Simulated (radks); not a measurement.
Removal energies from the gallium ion Ga+, [Ar] 3d10 4s2, by Delta-SCF beside the eigenvalue of the level emptied. Calculated with a radial shooting solver on a logarithmic mesh with Libxc functionals: Dirac Kohn-Sham, PBE, spin-unpolarised, spherical densities, finite nucleus; Fermi nuclear charge, rms radius of each element as measured or else 0.836 A^(1/3) + 0.57 fm. Sub-shells are occupied by j as written (lower j first in brackets).

| removed from | final configuration | Delta-SCF (eV) | -eigenvalue (eV) |
|---|---|---|---|
| 4s1/2 | [Ar] 3d10 4s1 | 21.128 | 16.330 |
| 3d5/2 | [Ar] 3d(3/2: 4, 5/2: 5) 4s2 | 37.036 | 27.234 |
| 3d3/2 | [Ar] 3d(3/2: 3, 5/2: 6) 4s2 | 37.534 | 27.696 |
| 3p3/2 | [Ne] 3s2 3p(1/2: 2, 3/2: 3) 3d10 4s2 | 116.60 | 105.93 |
